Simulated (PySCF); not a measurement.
CaF, charge +1. Atoms are numbered in the order given.

```xyz
2

Ca     0.0000     0.0000    -0.5852
F      0.0000     0.0000     1.3005
```
Charge +1, spin multiplicity 1.

The structure is a stationary point at B3LYP-D3(BJ)/def2-TZVPD. The multiplicity is an assumed one; other spin states were not compared.

Method: B3LYP/def2-TZVPD (PySCF).

Gas-phase values at a fixed geometry.

```
Quantity                                                        Result
------------------------------------------------  --------------------
total energy                                        -777.33365 hartree
point group                                                        C∞v
highest occupied level                                       -14.83 eV
lowest empty level                                            -7.66 eV
orbital gap                                                    7.17 eV
dipole moment about the centre of nuclear charge                8.14 D
mean static polarisability                        13.0 bohr³ (1.92 Å³)
polarisability, principal values                  9.7, 9.7, 19.4 bohr³
```
